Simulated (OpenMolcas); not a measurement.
V3+ (d2) in a complex was computed by CASSCF with the d shell active (OpenMolcas, ANO-RCC-VTZP on the metal). Its lowest spin-free states, and all those of the highest spin:

| 2S+1 | Degeneracy | E (cm-1) |
| --- | --- | --- |
| 3 | 1 | 0.0 |
| 3 | 3 | 5437 |
| 3 | 3 | 9328 |
| 1 | 2 | 13801 |
| 1 | 3 | 18468 |
| 3 | 3 | 20574 |
| 1 | 1 | 21571 |
| 1 | 3 | 22983 |
| 1 | 2 | 25821 |
| 1 | 3 | 27041 |
| 1 | 1 | 50262 |

Problem. Is the site octahedral, tetrahedral or cube-like, axial, or of lower symmetry?

Solution. The states with 2S+1 = 3 have orbital degeneracies 1, 3, 3, 3. Threefold states need a cubic site. For d2 at this spin an octahedron puts the threefold T1 below the threefold T2 and a tetrahedron or cube puts the single A2 below the threefold T2, so the site is a tetrahedron or a cube, which this pattern cannot tell apart. The first gap at this spin, 5440 cm-1, is |10Dq| in ligand-field theory. The run had V3+ with 4 ligands (chloride) in tetrahedral coordination (Td) at 2.27 Å. A charge of +0.25 e stands 2.4 Å behind each ligand. Ligand basis ANO-RCC-VDZP.

Without dynamic correlation the repulsion within the d shell is too large (B by tens of per cent), so at a given field states of lower spin stand too high. Ligand-to-metal charge-transfer states are missing. With no ligand orbital active B as a rule stays too high, so bands that hang on it stand too high and its fall with covalency is understated. With metal d orbitals alone and no dynamic correlation the field as a rule comes out too small, by tens of per cent, by up to half for chloride and softer ligands. No measured value stands beside these numbers; the geometry is a model, was not optimised and need not be the one that this ion takes.
